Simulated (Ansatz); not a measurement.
## Nudged elastic band run: ClGe$_{2}$H$_{8}$N

Input file:

```yaml
crystal:
  periodic: [false, false, false]
  atoms:
    - { symbol: Ge, position_ang: [0.5031, -0.204674, -0.200296] }
    - { symbol: H, position_ang: [0.645115, 0.038368, 1.303195] }
    - { symbol: H, position_ang: [1.901749, -0.318233, -0.822971] }
    - { symbol: Cl, position_ang: [-0.301345, 1.656546, -1.040945] }
    - { symbol: Ge, position_ang: [-0.964989, -2.070205, -0.8063] }
    - { symbol: H, position_ang: [-1.275032, -2.919258, 0.4315] }
    - { symbol: H, position_ang: [-2.254646, -1.553393, -1.445435] }
    - { symbol: H, position_ang: [-0.234419, -2.962664, -1.828058] }
    - { symbol: "N", position_ang: [-2.6014, 0.094312, 1.28782] }
    - { symbol: H, position_ang: [-2.85325, 0.836747, 0.66294] }
    - { symbol: H, position_ang: [-3.439337, -0.409569, 1.507593] }
    - { symbol: H, position_ang: [-2.284942, 0.522424, 2.137357] }
basis:
  gaussian: { orbitals: def2-mTZVP }
hamiltonian:
  xc: hf
neb:
  order_check: false
  images: 3
  f_tol: 0.05
  max_iterations: 60
  climbing: true
  final_atoms:
    - { symbol: Ge, position_ang: [-0.81614706, -0.1869912, -0.50193561] }
    - { symbol: H, position_ang: [0.34960023, 0.76783712, 4.12698185] }
    - { symbol: H, position_ang: [0.46517655, 0.03738374, 0.30203687] }
    - { symbol: Cl, position_ang: [-0.6040191, 1.14667895, -2.24392895] }
    - { symbol: Ge, position_ang: [-1.1569188, -2.44331949, -1.39125234] }
    - { symbol: H, position_ang: [-1.15703071, -3.45737405, -0.23847349] }
    - { symbol: H, position_ang: [-2.50817225, -2.4953383, -2.11734499] }
    - { symbol: H, position_ang: [-0.02827914, -2.78080571, -2.37192468] }
    - { symbol: "N", position_ang: [-2.21627662, 0.31453094, 0.54437965] }
    - { symbol: H, position_ang: [-3.13154534, 0.24860972, 0.14825974] }
    - { symbol: H, position_ang: [-2.13026251, 1.18741369, 1.02395017] }
    - { symbol: H, position_ang: [-0.22552126, 0.37177558, 3.90565178] }
  initial_path:
    images:
      - { positions_ang: [[0.5031, -0.204674, -0.200296], [0.645115, 0.038368, 1.303195], [1.901749, -0.318233, -0.822971], [-0.301345, 1.656546, -1.040945], [-0.964989, -2.070205, -0.8063], [-1.275032, -2.919258, 0.4315], [-2.254646, -1.553393, -1.445435], [-0.234419, -2.962664, -1.828058], [-2.6014, 0.094312, 1.28782], [-2.85325, 0.836747, 0.66294], [-3.439337, -0.409569, 1.507593], [-2.284942, 0.522424, 2.137357]] }
      - { positions_ang: [[0.26111704, -0.12144698, -0.10643221], [0.33676242, 0.01194191, 1.59522784], [1.6895671, -0.20584093, -0.67910782], [-0.63523783, 1.72716808, -0.90549663], [-1.07238065, -2.01891923, -0.79409067], [-1.58506477, -2.78147238, 0.42348208], [-2.24337049, -1.54515846, -1.64032716], [-0.21124064, -2.96684648, -1.62590183], [-2.3374872, 0.06739728, 0.99072424], [-2.83450813, 0.14423487, 0.44060208], [-2.88715882, 0.12870826, 1.50762214], [-1.64039404, 0.27063505, 1.98009795]] }
      - { positions_ang: [[0.01913408, -0.03821996, -0.01256842], [0.02840984, -0.01448417, 1.88726067], [1.4773852, -0.09344887, -0.53524464], [-0.96913066, 1.79779017, -0.77004826], [-1.1797723, -1.96763346, -0.78188135], [-1.89509754, -2.64368676, 0.41546417], [-2.23209498, -1.53692391, -1.83521933], [-0.18806227, -2.97102895, -1.42374565], [-2.0735744, 0.04048256, 0.69362847], [-2.81576626, -0.54827726, 0.21826417], [-2.33498064, 0.66698552, 1.50765127], [-0.99584608, 0.01884609, 1.82283889]] }
      - { positions_ang: [[-0.39850649, -0.11260558, -0.25725201], [0.18900503, 0.37667648, 3.00712126], [0.97128088, -0.02803256, -0.11660388], [-0.78657488, 1.47223456, -1.5069886], [-1.16834555, -2.20547648, -1.08656684], [-1.52606412, -3.0505304, 0.08849534], [-2.37013361, -2.01613111, -1.97628216], [-0.10817071, -2.87591733, -1.89783517], [-2.14492551, 0.17750675, 0.61900406], [-2.9736558, -0.14983377, 0.18326196], [-2.23262158, 0.9271996, 1.26580072], [-0.61068367, 0.19531083, 2.86424534]] }
      - { positions_ang: [[-0.81614706, -0.1869912, -0.50193561], [0.34960023, 0.76783712, 4.12698185], [0.46517655, 0.03738374, 0.30203687], [-0.6040191, 1.14667895, -2.24392895], [-1.1569188, -2.44331949, -1.39125234], [-1.15703071, -3.45737405, -0.23847349], [-2.50817225, -2.4953383, -2.11734499], [-0.02827914, -2.78080571, -2.37192468], [-2.21627662, 0.31453094, 0.54437965], [-3.13154534, 0.24860972, 0.14825974], [-2.13026251, 1.18741369, 1.02395017], [-0.22552126, 0.37177558, 3.90565178]] }
```

Run as:

```bash
$ ansatz run input.yaml --threads 4 --pin off --max-ram 5120MiB --backend cpu --events-out ev --progress --plain --runs-dir out
```

Output, in part (warnings, iteration lines, the closing report on the highest movable image, with atoms numbered from 0):

```
NEB end point (image 0): max|allowed force component| = 2.033e-2 eV/Å (the criterion of neb.relax_end_points is 1.000e-2)
NEB end point (image 4): max|allowed force component| = 2.678e-2 eV/Å (the criterion of neb.relax_end_points is 1.000e-2)
NEB iter   1: max|band force component| = 3.780e1 eV/Å  barrier→ = 9.8930 eV  barrier← = 9.5193 eV  Δτ_max = 0.2000 Å  (187 SCF iters)
NEB iter   2: max|band force component| = 3.927e0 eV/Å  barrier→ = 5.5618 eV  barrier← = 5.1881 eV  Δτ_max = 0.2000 Å  (101 SCF iters)
NEB iter   3: max|band force component| = 2.637e0 eV/Å  barrier→ = 4.0896 eV  barrier← = 3.7160 eV  Δτ_max = 0.2000 Å  (96 SCF iters)
NEB iter   4: max|band force component| = 3.270e0 eV/Å  barrier→ = 3.1689 eV  barrier← = 2.7952 eV  Δτ_max = 0.0999 Å  (97 SCF iters)
NEB iter   5: max|band force component| = 2.576e0 eV/Å  barrier→ = 2.6931 eV  barrier← = 2.3194 eV  Δτ_max = 0.1000 Å  (99 SCF iters)
NEB iter   6: max|band force component| = 1.247e0 eV/Å  barrier→ = 2.3216 eV  barrier← = 1.9480 eV  Δτ_max = 0.1993 Å  (100 SCF iters)
NEB iter   7: max|band force component| = 1.904e0 eV/Å  barrier→ = 2.2278 eV  barrier← = 1.8541 eV  Δτ_max = 0.1002 Å  (98 SCF iters)
NEB iter   8: max|band force component| = 9.480e-1 eV/Å  barrier→ = 2.1286 eV  barrier← = 1.7549 eV  Δτ_max = 0.2000 Å  (97 SCF iters)
NEB iter   9: max|band force component| = 8.075e-1 eV/Å  barrier→ = 1.8433 eV  barrier← = 1.4696 eV  Δτ_max = 0.1999 Å  (94 SCF iters)
NEB iter  10: max|band force component| = 1.008e0 eV/Å  barrier→ = 1.7484 eV  barrier← = 1.3748 eV  Δτ_max = 0.1001 Å  (93 SCF iters)
NEB iter  11: max|band force component| = 8.382e-1 eV/Å  barrier→ = 1.6274 eV  barrier← = 1.2537 eV  Δτ_max = 0.1001 Å  (94 SCF iters)
NEB iter  12: max|band force component| = 7.095e-1 eV/Å  barrier→ = 1.5094 eV  barrier← = 1.1358 eV  CI = image 2  Δτ_max = 0.1000 Å  (91 SCF iters)
NEB iter  13: max|band force component| = 7.530e-1 eV/Å  barrier→ = 1.4304 eV  barrier← = 1.0568 eV  CI = image 2  Δτ_max = 0.2000 Å  (93 SCF iters)
NEB iter  14: max|band force component| = 7.912e-1 eV/Å  barrier→ = 1.2747 eV  barrier← = 0.9010 eV  CI = image 2  Δτ_max = 0.2000 Å  (89 SCF iters)
NEB iter  15: max|band force component| = 7.000e-1 eV/Å  barrier→ = 1.1779 eV  barrier← = 0.8042 eV  CI = image 2  Δτ_max = 0.2000 Å  (92 SCF iters)
NEB iter  16: max|band force component| = 8.941e-1 eV/Å  barrier→ = 1.1135 eV  barrier← = 0.7399 eV  CI = image 2  Δτ_max = 0.1994 Å  (93 SCF iters)
NEB iter  17: max|band force component| = 1.143e0 eV/Å  barrier→ = 1.0983 eV  barrier← = 0.7246 eV  CI = image 2  Δτ_max = 0.1996 Å  (95 SCF iters)
NEB iter  18: max|band force component| = 1.430e0 eV/Å  barrier→ = 1.1327 eV  barrier← = 0.7590 eV  CI = image 2  Δτ_max = 0.1993 Å  (93 SCF iters)
NEB iter  19: max|band force component| = 2.294e0 eV/Å  barrier→ = 1.6900 eV  barrier← = 1.3163 eV  CI = image 2  Δτ_max = 0.1991 Å  (91 SCF iters)
NEB iter  20: max|band force component| = 2.432e0 eV/Å  barrier→ = 2.4691 eV  barrier← = 2.0954 eV  CI = image 2  Δτ_max = 0.1992 Å  (92 SCF iters)
NEB iter  21: max|band force component| = 1.925e0 eV/Å  barrier→ = 2.8796 eV  barrier← = 2.5060 eV  CI = image 2  Δτ_max = 0.2000 Å  (94 SCF iters)
NEB iter  22: max|band force component| = 3.114e0 eV/Å  barrier→ = 3.5178 eV  barrier← = 3.1442 eV  CI = image 2  Δτ_max = 0.0988 Å  (94 SCF iters)
NEB iter  23: max|band force component| = 4.112e0 eV/Å  barrier→ = 3.6125 eV  barrier← = 3.2388 eV  CI = image 2  Δτ_max = 0.1964 Å  (88 SCF iters)
NEB iter  24: max|band force component| = 3.425e0 eV/Å  barrier→ = 3.4326 eV  barrier← = 3.0589 eV  CI = image 2  Δτ_max = 0.1717 Å  (96 SCF iters)
NEB iter  25: max|band force component| = 1.438e0 eV/Å  barrier→ = 2.9914 eV  barrier← = 2.6177 eV  CI = image 2  Δτ_max = 0.1964 Å  (93 SCF iters)
NEB iter  26: max|band force component| = 1.198e0 eV/Å  barrier→ = 2.8470 eV  barrier← = 2.4733 eV  CI = image 2  Δτ_max = 0.1996 Å  (83 SCF iters)
NEB iter  27: max|band force component| = 6.624e-1 eV/Å  barrier→ = 2.7085 eV  barrier← = 2.3348 eV  CI = image 2  Δτ_max = 0.1579 Å  (93 SCF iters)
NEB iter  28: max|band force component| = 5.569e-1 eV/Å  barrier→ = 2.6737 eV  barrier← = 2.3001 eV  CI = image 2  Δτ_max = 0.0984 Å  (93 SCF iters)
NEB iter  29: max|band force component| = 2.325e-1 eV/Å  barrier→ = 2.6566 eV  barrier← = 2.2830 eV  CI = image 2  Δτ_max = 0.1000 Å  (93 SCF iters)
NEB iter  30: max|band force component| = 3.087e-1 eV/Å  barrier→ = 2.6431 eV  barrier← = 2.2694 eV  CI = image 2  Δτ_max = 0.0499 Å  (95 SCF iters)
NEB iter  31: max|band force component| = 1.711e-1 eV/Å  barrier→ = 2.6434 eV  barrier← = 2.2698 eV  CI = image 2  Δτ_max = 0.0506 Å  (89 SCF iters)
NEB iter  32: max|band force component| = 2.661e-1 eV/Å  barrier→ = 2.6419 eV  barrier← = 2.2682 eV  CI = image 2  Δτ_max = 0.0254 Å  (81 SCF iters)
NEB iter  33: max|band force component| = 1.429e-1 eV/Å  barrier→ = 2.6376 eV  barrier← = 2.2639 eV  CI = image 2  Δτ_max = 0.0502 Å  (81 SCF iters)
NEB iter  34: max|band force component| = 1.254e-1 eV/Å  barrier→ = 2.6342 eV  barrier← = 2.2606 eV  CI = image 2  Δτ_max = 0.0507 Å  (94 SCF iters)
NEB iter  35: max|band force component| = 8.232e-2 eV/Å  barrier→ = 2.6310 eV  barrier← = 2.2573 eV  CI = image 2  Δτ_max = 0.0254 Å  (95 SCF iters)
NEB iter  36: max|band force component| = 9.705e-2 eV/Å  barrier→ = 2.6298 eV  barrier← = 2.2562 eV  CI = image 2  Δτ_max = 0.0254 Å  (88 SCF iters)
NEB iter  37: max|band force component| = 1.548e-1 eV/Å  barrier→ = 2.6280 eV  barrier← = 2.2543 eV  CI = image 2  Δτ_max = 0.0127 Å  (94 SCF iters)
NEB iter  38: max|band force component| = 1.030e-1 eV/Å  barrier→ = 2.6283 eV  barrier← = 2.2546 eV  CI = image 2  Δτ_max = 0.0253 Å  (81 SCF iters)
NEB iter  39: max|band force component| = 5.769e-2 eV/Å  barrier→ = 2.6279 eV  barrier← = 2.2542 eV  CI = image 2  Δτ_max = 0.0253 Å  (90 SCF iters)
NEB iter  40: max|band force component| = 4.459e-2 eV/Å  barrier→ = 2.6273 eV  barrier← = 2.2537 eV  CI = image 2  Δτ_max = 0.0000 Å  (206 SCF iters)
Total energy: -127058.10594337 eV, -4669.2992703415 hartree
Atom 0 at    -0.458916    -0.023063    -0.095754 Å, force    -0.006502    -0.007538     0.007276 eV/Å
Atom 1 at    -1.003288    -1.171352     1.984783 Å, force    -0.000434     0.000378     0.001450 eV/Å
Atom 2 at     0.815736     0.420484     0.600645 Å, force     0.006319    -0.000149     0.004169 eV/Å
Atom 3 at    -0.609578     1.349929    -1.830823 Å, force     0.002349     0.007294    -0.006682 eV/Å
Atom 4 at    -0.852707    -2.299669    -0.885306 Å, force    -0.007168     0.004294     0.004804 eV/Å
Atom 5 at     0.030628    -3.262019    -0.099179 Å, force     0.006707    -0.000294    -0.000779 eV/Å
Atom 6 at    -2.340411    -2.596162    -0.676903 Å, force     0.005994    -0.003006     0.003557 eV/Å
Atom 7 at    -0.520059    -2.365058    -2.382179 Å, force    -0.003106    -0.000824    -0.006016 eV/Å
Atom 8 at    -1.917695     0.663707     0.966356 Å, force    -0.043828    -0.021003    -0.018636 eV/Å
Atom 9 at    -2.831611     0.596736     0.555925 Å, force     0.005290     0.017822    -0.010768 eV/Å
Atom 10 at    -1.791284     1.588158     1.337010 Å, force     0.015505    -0.008437     0.012244 eV/Å
Atom 11 at    -1.680211    -0.191289     1.711824 Å, force     0.018873     0.011463     0.009381 eV/Å
Dipole moment:    -0.349580     0.255144    -0.057282 e Å
```

The run converged. Neighbouring images differ by up to 2.5 eV, so the band resolves the path poorly. Another band between the same ends (7 images) ends at a top of the same energy, where a vibrational analysis finds 1 clearly imaginary mode. So few images can step over the top or miss a turn of the path. The orbitals stay closed-shell, which can raise the energy where a bond breaks towards radicals; this wasn't checked here.

Final band (atoms are numbered from 1 in the order of the input):

```tsv
image	path coordinate (Å)	energy (eV)	Ge1–H2 (Å)	N9–H12 (Å)	Ge1–N9 (Å)
0	0.00	0.00	1.53	1.00	3.46
1	3.62	0.14	1.53	1.00	4.38
2	7.23	2.63	2.44	1.16	1.93
3	10.21	0.37	4.35	3.19	1.82
4	13.19	0.37	4.87	3.91	1.82
```

Run time: 3.6 min on 4 threads of Arm Neoverse V2, on a shared host, peak memory 0.41 GiB.
